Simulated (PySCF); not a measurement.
**Electron correlation in Sn²⁺ (tin, charge +2)**

[Kr] 4d10 5s2, closed-shell 1S. Computed with PySCF 2.14 in def2-SVP with the def2 core potential (28 electrons), with scalar relativity through the core potential. Frozen: 4s2 4p6 4d10; 2 electrons correlated.

Total MP2 correlation energy: -21.81 mhartree.

Same-spin part 0.00 and opposite-spin part -21.81 mhartree; SCS-MP2 scales them by 1/3 and 6/5 to -26.18 mhartree.

With two correlated electrons CCSD is exact within the correlated space (frozen core and kept virtual orbitals).

| level | correlation energy (mhartree) |
| --- | --- |
| CCSD | -32.39 |

Diagnostics: T1 = 0.0023, D1 = 0.0032, largest double amplitude 0.101.

Cost of the coupled-cluster step: 0.03 s of wall time on 1 thread of Intel(R) Xeon(R) 6975P-C (shared host), for 2 correlated electrons.
